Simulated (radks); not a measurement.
Spherical quantum dot in the effective-mass picture: electrons in a hard-walled sphere of radius 11.5, with a point charge +1 (a donor) at the centre, all in effective atomic units (hartree* = m*/eps^2 hartree, bohr* = eps/m* bohr), one dielectric constant everywhere. Calculated with a radial shooting solver with Libxc functionals: non-relativistic Kohn-Sham, LDA (Slater exchange, Perdew-Wang correlation), spin-polarised, spherical densities. Levels are named by radial order and angular momentum (1s, 1p, 1d, 2s, ...), and open shells are averaged over m. Results are scaled to m* = 0.148 and eps = 8.1, for which hartree* = 61.38 meV and bohr* = 2.896 nm. Each electron was tried in the lowest free levels, single moves between levels near the top were tried too, and the lowest total energy was kept; such a search can miss a lower state. At N = 1 the Hartree and exchange-correlation terms need not cancel, so that row can carry a self-interaction error.

N                         open shells  2S   E (meV)  mu = E(N) - E(N-1) (meV)  addition energy mu(N+1) - mu(N) (meV)  e(HOMO) (meV)  rms radius (nm)
1                    1s(up 1, down 0)   1  -29.3843                   -29.384                                  27.38        -16.513            5.330
2                                none   0  -31.3859                   -2.0016                                  13.84         3.9503            9.225
3                    2s(up 1, down 0)   1  -19.5429                    11.843                                  5.927         14.457            15.44
4   1p(up 1, down 0) 2s(up 1, down 0)   2  -1.77346                    17.769                                  5.996         20.798            17.95
5                    1p(up 3, down 0)   3   21.9923                    23.766                                  6.419         26.756            19.56
6   1p(up 3, down 0) 2s(up 1, down 0)   4   52.1776                    30.185                                  7.373         33.182            20.55
7   1p(up 3, down 1) 2s(up 1, down 0)   3   89.7359                    37.558                                  5.943         40.505            21.40
8   1p(up 3, down 2) 2s(up 1, down 0)   2   133.237                    43.501                                  6.050         46.514            22.04
9                    2s(up 1, down 0)   1   182.787                    49.551                                  8.029         52.594            22.55
10  1d(up 1, down 0) 2s(up 1, down 0)   2   240.367                    57.579                                  6.048         60.601            23.00
11  1d(up 2, down 0) 2s(up 1, down 0)   3   303.994                    63.627                                  6.060         66.656            23.37
12  1d(up 3, down 0) 2s(up 1, down 0)   4   373.682                    69.688                                  6.065         72.720            23.69
13  1d(up 4, down 0) 2s(up 1, down 0)   5   449.435                    75.753                                  6.067         78.786            23.96
14  1d(up 5, down 0) 2s(up 1, down 0)   6   531.255                    81.820                                  7.269         84.853            24.20
15  1d(up 5, down 1) 2s(up 1, down 0)   5   620.344                    89.089                                  5.969         92.070            24.42
16  1d(up 5, down 2) 2s(up 1, down 0)   4   715.401                    95.058                                  5.984         98.048            24.61
17  1d(up 5, down 3) 2s(up 1, down 0)   3   816.443                    101.04                                  5.992         104.04            24.79
18  1d(up 5, down 4) 2s(up 1, down 0)   2   923.477                    107.03                                  5.996         110.03            24.95
19                   2s(up 1, down 0)   1   1036.51                    113.03                                  8.446         116.03            25.10
20  2s(up 1, down 0) 1f(up 1, down 0)   2   1157.98                    121.48                                  5.956         124.45            25.24
21  2s(up 1, down 0) 1f(up 2, down 0)   3   1285.41                    127.43                                  5.958         130.41            25.38
22  2s(up 1, down 0) 1f(up 3, down 0)   4   1418.80                    133.39                                  5.958         136.37            25.50
23  2s(up 1, down 0) 1f(up 4, down 0)   5   1558.15                    139.35                                  5.957         142.33            25.62
24  2s(up 1, down 0) 1f(up 5, down 0)   6   1703.45                    145.30                                  5.956         148.28            25.72
25  2s(up 1, down 0) 1f(up 6, down 0)   7   1854.71                    151.26                                  5.954         154.24            25.82
26  2s(up 1, down 0) 1f(up 7, down 0)   8   2011.92                    157.21                                  7.171         160.19            25.92
27  2s(up 1, down 0) 1f(up 7, down 1)   7   2176.31                    164.39                                  5.901         167.34            26.01
28  2s(up 1, down 0) 1f(up 7, down 2)   6   2346.60                    170.29                                  5.904         173.24            26.09
29  2s(up 1, down 0) 1f(up 7, down 3)   5   2522.79                    176.19                                  5.906         179.14            26.18
30  2s(up 1, down 0) 1f(up 7, down 4)   4   2704.88                    182.10                                  5.907         185.05            26.25
31  2s(up 1, down 0) 1f(up 7, down 5)   3   2892.89                    188.00                                  5.907         190.96            26.32
32  2s(up 1, down 0) 1f(up 7, down 6)   2   3086.80                    193.91                                  5.907         196.86            26.39
33                   2s(up 1, down 0)   1   3286.61                    199.82                                  8.861         202.77            26.46
34  2s(up 1, down 0) 1g(up 1, down 0)   2   3495.29                    208.68                                  5.882         211.62            26.53
35  2s(up 1, down 0) 1g(up 2, down 0)   3   3709.85                    214.56                                  5.882         217.50            26.59
36  2s(up 1, down 0) 1g(up 3, down 0)   4   3930.29                    220.44                                  5.881         223.38            26.65
37  2s(up 1, down 0) 1g(up 4, down 0)   5   4156.62                    226.32                                  5.881         229.26            26.71
38  2s(up 1, down 0) 1g(up 5, down 0)   6   4388.82                    232.20                                  5.880         235.14            26.77
39  2s(up 1, down 0) 1g(up 6, down 0)   7   4626.91                    238.08                                  5.879         241.02            26.82
40  2s(up 1, down 0) 1g(up 7, down 0)   8   4870.87                    243.96                                  5.878         246.90            26.88
41  2s(up 1, down 0) 1g(up 8, down 0)   9   5120.71                    249.84                                  5.877         252.78            26.93
42  2s(up 1, down 0) 1g(up 9, down 0)  10   5376.43                    255.72                                      -         258.66            26.98

All shells are closed at N = 2 (there: 1s2); the second difference of the energy has clear peaks (12 % above both neighbours; the first and last values, which can be the largest, are not judged, and half-filled shells can peak too) at N = 6, 9, 14, 19, 26, 33.
